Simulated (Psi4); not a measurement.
C$_{2}$H$_{7}$O (SMILES C[OH+]C), charge +1, singlet, at a GFN2-xTB geometry, atoms displaced at random by about 0.1 Å a coordinate. Base run: PBE0/STO-3G in Psi4 1.11.

Here is a job for Psi4.
```
memory 2 GB

molecule mol {
1 1
  C    -0.043397    1.266436   -0.263667
  O     0.162658   -0.019804    0.540891
  C    -0.048879   -1.200586   -0.412334
  H    -0.075726    1.993872    0.708261
  H     0.772514    1.119859   -0.828076
  H    -0.907061    1.002139   -0.941833
  H     0.078977   -1.913951    0.266634
  H    -0.858372   -1.215353   -0.787825
  H     0.843028   -1.306725   -0.977297
  H    -0.693591    0.049093    1.211055
}

set basis sto-3g
set reference rks

optimize('pbe0')
print_variables()
```

Each row names what was changed in the base input (with any setting that the change needs).

```json
[
 {"change": "base", "ΔE vs base (µEh)": "0.0", "optimiser steps": "8", "core-seconds (rough)": "30"},
 {"change": "intrafrag_hess = lindh", "ΔE vs base (µEh)": "0.5", "optimiser steps": "36", "core-seconds (rough)": "100"},
 {"change": "g_convergence = nwchem_loose", "ΔE vs base (µEh)": "0.4", "optimiser steps": "7", "core-seconds (rough)": "30"},
 {"change": "intrafrag_step_limit = 0.05", "ΔE vs base (µEh)": "0.1", "optimiser steps": "9", "core-seconds (rough)": "30"},
 {"change": "g_convergence = turbomole", "ΔE vs base (µEh)": "0.0", "optimiser steps": "8", "core-seconds (rough)": "30"},
 {"change": "hess_update = powell", "ΔE vs base (µEh)": "0.0", "optimiser steps": "17", "core-seconds (rough)": "60"},
 {"change": "opt_coordinates = cartesian", "ΔE vs base (µEh)": "4.6", "optimiser steps": "27", "core-seconds (rough)": "100"}
]
```
